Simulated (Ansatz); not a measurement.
Relaxation of C2H8SSn (12 atoms, charge 0, multiplicity 1), to a largest force component of 0.02 eV/Å in at most 50 steps.

Level of theory: Ansatz 0.2.0, RKS B3LYP-D4/def2-SVP.

```xyz
12
Properties=species:S:1:pos:R:3
S -2.574 0.411 0.797
C -0.924 0.613 0.166
C -0.245 -0.729 0.218
Sn 1.872 -0.529 -0.503
H -2.895 1.812 0.550
H -0.376 1.372 0.789
H -0.922 0.977 -0.880
H -0.138 -1.075 1.274
H -0.746 -1.457 -0.352
H 2.663 0.622 0.510
H 2.586 -2.095 -0.396
H 1.776 0.025 -2.141
```

Q: Where does it end, and by what steps?

A: It converged. After 5 steps the energy has fallen by 0.320 eV; H5 moved furthest, 0.18 Å.

| step | energy less start (eV) | largest force component (eV/Å) | accepted |
| --- | --- | --- | --- |
| 0 | 0.0000 | 2.347 | yes |
| 1 | -0.2103 | 0.967 | yes |
| 2 | -0.3066 | 0.472 | yes |
| 3 | -0.3187 | 0.150 | yes |
| 4 | -0.3202 | 0.047 | yes |
| 5 | -0.3203 | 0.005 | yes |

```xyz
12
Properties=species:S:1:pos:R:3
S -2.641 0.448 0.796
C -0.917 0.657 0.161
C -0.192 -0.679 0.227
Sn 1.866 -0.569 -0.496
H -3.035 1.733 0.629
H -0.405 1.416 0.774
H -0.965 1.031 -0.873
H -0.155 -1.056 1.262
H -0.711 -1.438 -0.379
H 2.753 0.555 0.461
H 2.605 -2.118 -0.394
H 1.873 -0.036 -2.134
```

Whether the end is a true minimum wasn't checked by a vibrational analysis.

Run time: 28 s on 2 threads of Arm Neoverse V1 (shared host), peak memory 0.28 GiB.
